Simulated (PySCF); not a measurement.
Vertical excitations of a molecule C4H10O from TDDFT-PBE0/def2-SVPD (PySCF), as energy in eV (oscillator strength): 6.91 (0.001), 7.80 (0.009), 8.30 (0.024), 8.50 (0.003), 8.60 (0.043), 8.71 (0.001), 8.78 (0.001), 8.93 (0.006), 8.99 (0.028), 9.14 (0.005). Lowest triplet (TDA): 6.59 eV. Geometry: TPSSh-D3(BJ)/def2-SVP. One conformer was computed; it need not be the lowest.

Question: Pick the molecule that these values belong to.
A) CC[C@H](C)O
B) CCOCC
C) CCCOC
D) CCCCO

Answer: D, CCCCO
